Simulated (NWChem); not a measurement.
System: GeH2S, singlet; SMILES [SH][GeH]

```xyz
4

Ge     0.0145     0.7833     0.0018
H     -1.5919     0.7982     0.0021
S     -0.0410    -1.4657     0.0026
H      1.2970    -1.6650     0.0024
```
Atoms are numbered in this order, from 1.

Program: NWChem. Pople sets run with spherical d functions. Low-valent species are run as closed-shell singlets; no triplet was tried in these runs. Geometry: optimised at B3LYP/6-31G* (spherical d). Vzz is the largest principal value of the second derivative of the potential at the nucleus (NWChem prints the opposite sign); η is the asymmetry. Non-relativistic.

For level PBE/6-31G*:

| Quantity | Value |
|---|---|
| Vzz Ge1 (a.u.) | 3.037 |
| Vzz S3 (a.u.) | 1.312 |

Problem. Estimate the same quantities for level PBE0/def2-TZVP.

Solution. 
- Vzz Ge1 (a.u.): 3.946
- Vzz S3 (a.u.): 1.487
